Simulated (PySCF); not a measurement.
A structure optimised at B3LYP-D3(BJ)/def2-SVP, used in a PySCF frequency run:

```
Sn
O 1 1.9753
H 2 0.9687 1 112.35
N 1 2.0252 2 105.98 3 -159.24
H 4 1.0212 1 111.69 2 -138.87
H 4 1.0224 5 108.03 1 -120.62
Cl 1 2.3493 2 108.84 3 -38.62
Cl 1 2.3600 2 111.23 3 77.66
```
Charge 0, spin multiplicity 1.

Q: Write its SMILES and formula.

A: [NH2][Sn]([OH])([Cl])[Cl], Cl₂H₃NOSn

Q: What are its rotational constants (standard atomic weights)?

A: 1.9075, 1.4855, 1.1840 GHz
